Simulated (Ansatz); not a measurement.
C3H5ClOSi, SMILES `C[SiH](Cl)C#CO` at its PBE0-D4/def2-TZVP geometry, where that method's forces vanish. Charge 0, multiplicity 1.

```json
{"atom": "C1", "x (Å)": "-1.7612", "y (Å)": "0.8383", "z (Å)": "0.2577"}
{"atom": "Si2", "x (Å)": "-0.5227", "y (Å)": "-0.4610", "z (Å)": "0.7239"}
{"atom": "Cl3", "x (Å)": "0.0161", "y (Å)": "-0.1894", "z (Å)": "2.6997"}
{"atom": "C4", "x (Å)": "0.9469", "y (Å)": "-0.3576", "z (Å)": "-0.3153"}
{"atom": "C5", "x (Å)": "1.9346", "y (Å)": "-0.2826", "z (Å)": "-1.0084"}
{"atom": "O6", "x (Å)": "2.9663", "y (Å)": "-0.1370", "z (Å)": "-1.7746"}
{"atom": "H7", "x (Å)": "-1.3228", "y (Å)": "1.8336", "z (Å)": "0.3533"}
{"atom": "H8", "x (Å)": "-2.6394", "y (Å)": "0.7807", "z (Å)": "0.9040"}
{"atom": "H9", "x (Å)": "-2.0787", "y (Å)": "0.6978", "z (Å)": "-0.7787"}
{"atom": "H10", "x (Å)": "-1.0952", "y (Å)": "-1.8249", "z (Å)": "0.6392"}
{"atom": "H11", "x (Å)": "3.5562", "y (Å)": "-0.8979", "z (Å)": "-1.7008"}
```

Problem. For each bond, give half the difference of the two atoms' forces along it (eV/Å; positive pushes the atoms apart) under PBE-D4, r2SCAN-D4, B3LYP-D4, ωB97M-V in def2-TZVPP. (Estimate.)

Solution. Computed: 
| bond | length (Å) | PBE-D4 | r2SCAN-D4 | B3LYP-D4 | ωB97M-V |
| --- | --- | --- | --- | --- | --- |
| C1–Si2 | 1.855 | 0.02 | 0.02 | 0.09 | -0.01 |
| C1–H7 | 1.092 | 0.11 | 0.00 | -0.04 | -0.04 |
| C1–H8 | 1.092 | 0.10 | -0.01 | -0.05 | -0.04 |
| C1–H9 | 1.093 | 0.10 | -0.01 | -0.05 | -0.04 |
| Si2–Cl3 | 2.066 | 0.20 | 0.09 | 0.21 | 0.05 |
| Si2–C4 | 1.803 | -0.64 | -0.32 | 0.00 | 0.29 |
| Si2–H10 | 1.482 | 0.09 | -0.01 | -0.14 | -0.20 |
| C4–C5 | 1.209 | 0.91 | 0.41 | -0.23 | -0.56 |
| C5–O6 | 1.293 | -0.11 | -0.07 | 0.35 | 0.61 |
| O6–H11 | 0.966 | 0.34 | 0.02 | -0.05 | -0.17 |

B3LYP here is the variant with VWN-RPA as its local correlation; programs differ in this.
